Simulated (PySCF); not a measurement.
**Question.** Give a PBE0-D3(BJ)/def2-TZVP geometry of `Fc1ncccn1` (2-fluoropyrimidine).

**Answer.** 
```xyz
10
C4H3FN2 angstrom
F      2.7065    0.0307   -0.6807
C      1.4283    0.0149   -0.3581
N      0.8724   -1.1742   -0.3170
C     -0.4170   -1.1790    0.0055
C     -1.1157   -0.0158    0.2791
C     -0.3960    1.1643    0.1991
N      0.8925    1.1912   -0.1238
H     -0.8989   -2.1514    0.0434
H     -2.1650   -0.0280    0.5402
H     -0.8619    2.1254    0.3958
```

Orientation and origin are arbitrary. Atoms count from 1 in this order. The 6-membered ring C2–N3–C4–C5–C6–N7 has internal angles of 114.9° to 129.2°; it is planar, 0.00 Å rms from its mean plane, widest ring torsion 0°. N3 (pyridine-type nitrogen) is bent (angle 114.9°). The 7 heavy atoms lie in one plane (0.001 Å rms).

Bonds between heavy atoms (Å): F1–C2 1.318, C2–N3 1.313, N3–C4 1.329, C4–C5 1.384, C5–C6 1.385, C6–N7 1.329, C2–N7 1.314.

Method used: PySCF, PBE0-D3(BJ)/def2-TZVP geometry optimisation, gas phase.

Point group: C2v (every atom within 0.08 Å of its image). No PBE0-D3(BJ)/def2-TZVP frequencies stand behind this structure, so it isn't proved a minimum.

The run took 3.0 min of wall time on one thread of an Arm Neoverse V1 (shared host), and the process peaked at 1.2 GiB of memory. That covers the optimisation of the geometry.
